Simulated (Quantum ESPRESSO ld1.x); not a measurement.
Values are calculated unless marked as measured or tabulated.
Question: Radial electron density D(r) = 4 pi r^2 rho(r) of an atom or ion with 9 electrons. Code: ld1.x of Quantum ESPRESSO 7.5. Model: scalar-relativistic Kohn-Sham, revPBE, spin-unpolarised, spherical densities, point nucleus.

```
   r/bohr * D(r) (the largest magnitude, 10.9, reaches the edge; | marks zero)
 0.006856 | *
 0.008442 | *
  0.01031 |  *
  0.01269 |    *
  0.01563 |      *
  0.01924 |         *
  0.02369 |             *
  0.02894 |                  *
  0.03563 |                        *
  0.04387 |                               *
  0.05401 |                                       *
   0.0665 |                                              *
  0.08122 |                                                   *
      0.1 |                                                      *
   0.1231 |                                                     *
   0.1516 |                                               *
   0.1866 |                                      *
    0.228 |                              *
   0.2807 |                         *
   0.3456 |                          *
   0.4255 |                              *
   0.5238 |                                   *
   0.6449 |                                     *
   0.7877 |                                  *
   0.9699 |                          *
    1.194 |                *
     1.47 |        *
     1.81 |   *
    2.211 |*
    2.722 *
    3.352 *
```

What is the nuclear charge?

Answer: Z = 10. The innermost maximum, from 1s, lies near gamma/Z bohr with gamma = sqrt(1 - (Z/c)^2) = 0.997, here 0.0997 bohr (found: 0.104), and its height grows with Z. The density is that of the neon ion Ne+ in [He] 2s2 2p5; the configuration itself is not fixed sharply by these data. D(r) has 2 maxima, at r = 0.104, 0.630 bohr, and minima at 0.309 bohr, inside which lie 2.21 electrons.
